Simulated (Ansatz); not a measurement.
```yaml
atoms:
  - { symbol: Si, position_ang: [0.0000, 0.0000, 0.0000] }
  - { symbol: H, position_ang: [0.7929, 0.7929, 0.7929] }
  - { symbol: H, position_ang: [0.7929, -0.7929, -0.7929] }
  - { symbol: H, position_ang: [-0.7929, 0.7929, -0.7929] }
  - { symbol: H, position_ang: [-0.7929, -0.7929, 0.7929] }
```

Basis set: 6-31G* (spherical functions). Correlated methods keep 5 orbitals frozen. Charge 0, multiplicity 1.

Computed with Ansatz (development build ahead of 0.2.0); each method stands on the lowest determinant of its kind that the runs found. Restricted open shells among the atoms or ions are ROHF, correlated in semicanonical orbitals with singles.

The atomization energy at this shape (free ground-state atoms in the same class of orbitals less the molecule, no zero-point energy) of singlet SiH₄:

```csv
method,atomization energy
RHF-MP2,1106.1 kJ/mol
```

(1) What does RHF give?

Answers

(1) 1008.1 kJ/mol. Caution: the shape is not the minimum.
